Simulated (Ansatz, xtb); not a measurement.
## CH7BrGeSi: which of two isomers lies lower

Structure a is `[CH3][Ge@@H]([SiH3])[Br]`, a singlet and structure b is `C[SiH2][GeH2][Br]`, a singlet. Both are isolated molecules in the gas phase, relaxed with B3LYP/def2-SVP, each in the lowest conformer that the search found.

Problem. Estimate which is lower in electronic energy at CCSD(T)/def2-SVP + ΔMP2/def2-TZVPP, and by roughly how much.

Solution. Too close to call at this level: CCSD(T)/def2-SVP + ΔMP2/def2-TZVPP gives E(b) − E(a) = −0.020 eV.

Level by level:

```json
{"level": "GFN2-xTB", "geometry": "GFN2-xTB", "E(b) − E(a) (eV)": "+0.070", "departure from the last row (eV)": "+0.090", "job, with rough time for the two": "optimisation, 0.15 s"}
{"level": "HF/STO-3G", "geometry": "GFN2-xTB", "E(b) − E(a) (eV)": "−0.045", "departure from the last row (eV)": "−0.025", "job, with rough time for the two": "single point, 0.6 s"}
{"level": "r2SCAN-D4/def2-SVP", "geometry": "GFN2-xTB", "E(b) − E(a) (eV)": "−0.068", "departure from the last row (eV)": "−0.048", "job, with rough time for the two": "single point, 2.9 s"}
{"level": "B3LYP/def2-SVP", "geometry": "B3LYP/def2-SVP", "E(b) − E(a) (eV)": "−0.070", "departure from the last row (eV)": "−0.050", "job, with rough time for the two": "optimisation, 48 s"}
{"level": "HF/def2-SVP", "geometry": "B3LYP/def2-SVP", "E(b) − E(a) (eV)": "−0.072", "departure from the last row (eV)": "−0.052", "job, with rough time for the two": "part of the CCSD(T) run"}
{"level": "MP2/def2-SVP", "geometry": "B3LYP/def2-SVP", "E(b) − E(a) (eV)": "−0.047", "departure from the last row (eV)": "−0.027", "job, with rough time for the two": "part of the CCSD(T) run"}
{"level": "CCSD(T)/def2-SVP", "geometry": "B3LYP/def2-SVP", "E(b) − E(a) (eV)": "−0.054", "departure from the last row (eV)": "−0.034", "job, with rough time for the two": "single point"}
{"level": "CCSD(T)/def2-SVP + ΔMP2/def2-TZVPP", "geometry": "B3LYP/def2-SVP", "E(b) − E(a) (eV)": "−0.020", "departure from the last row (eV)": "", "job, with rough time for the two": "single point, 40 s"}
```

As drawn, b has 1 C–Si, 1 Ge–H in place of 1 C–Ge, 1 Si–H.

The largest departure from CCSD(T)/def2-SVP + ΔMP2/def2-TZVPP is that of GFN2-xTB, 0.090 eV. The last row adds to CCSD(T) the change of the MP2 difference between the two basis sets, here +0.034 eV.

With thermal terms from frequencies at re-optimised GFN2-xTB minima (ideal gas, soft modes damped towards free rotors, one conformer each, 298.15 K, 1 atm): on the last row, ΔE + ΔZPE = −0.011, ΔH = −0.023, ΔG = −0.002 eV.

The correlated steps freeze 24 core orbitals; the filled d shell of Br and Ge is correlated, in a basis made for valence electrons. Mirror images aren't counted in ΔG. Programs: Ansatz 0.2.0, xtb 6.7.1; the last row on 2 threads of Intel(R) Xeon(R) 6975P-C (Granite Rapids) on a shared host.
